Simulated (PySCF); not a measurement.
# Functional benchmark on one molecule

Molecule: SMILES [Si](SC)(C)(C)SC, C4H12S2Si.

Geometry:
```tsv
atom	x (Å)	y (Å)	z (Å)
C1	1.779	0.619	1.835
S2	1.167	1.396	0.306
Si3	0.108	-0.257	-0.573
C4	1.210	-1.735	-0.889
C5	-0.637	0.435	-2.143
S6	-1.382	-0.961	0.809
C7	-2.335	0.570	1.063
H8	2.044	1.427	2.530
H9	2.673	0.009	1.640
H10	0.993	-0.004	2.288
H11	0.633	-2.556	-1.342
H12	1.656	-2.107	0.045
H13	2.026	-1.457	-1.575
H14	-1.270	1.310	-1.932
H15	-1.256	-0.331	-2.637
H16	0.156	0.748	-2.841
H17	-2.957	0.422	1.955
H18	-1.655	1.419	1.229
H19	-2.988	0.779	0.204
```

Geometry PBE0-D3(BJ)/def2-SVP throughout; GIAO in PySCF 2.14, gas phase, one conformer, non-relativistic; equivalent atoms averaged; basis pcSseg-1.

Reference values (measured; solution; U. Herzog, Habilitationsschrift, TU Bergakademie Freiberg, 2002/2003): δ(Si3) = 28.1 ppm vs TMS. Computed shifts are taken against TMS, calculated as an isolated molecule at each level.

Problem. How do the functionals HF, LDA, KT2, B97-D, PBE0, mPW1PW91, WP04, CAM-B3LYP, wB97X-D perform against the reference? Times are CPU seconds on 1 thread of an Arm Neoverse V1, shared host; the GGAs took longer than the global hybrids here, which isn't the general rule, and the cause wasn't traced.

Solution. 
```tsv
functional	kind	Si3	abs. error Si	core-s
HF	Hartree–Fock	34.0	5.9	17
LDA	LDA	49.3	21.2	37
KT2	GGA	41.2	13.1	42
B97-D	GGA	43.1	15.0	48
PBE0	global hybrid	41.7	13.6	33
mPW1PW91	global hybrid	41.9	13.8	36
WP04	global hybrid	44.1	16.0	38
CAM-B3LYP	range-separated hybrid	43.6	15.5	53
wB97X-D	range-separated hybrid	42.9	14.8	49
```

For ²⁹Si the closest is HF (5.9 ppm) and the furthest LDA (21.2 ppm). One molecule is a small sample, and vibrational and solvent effects are absent from the calculation.
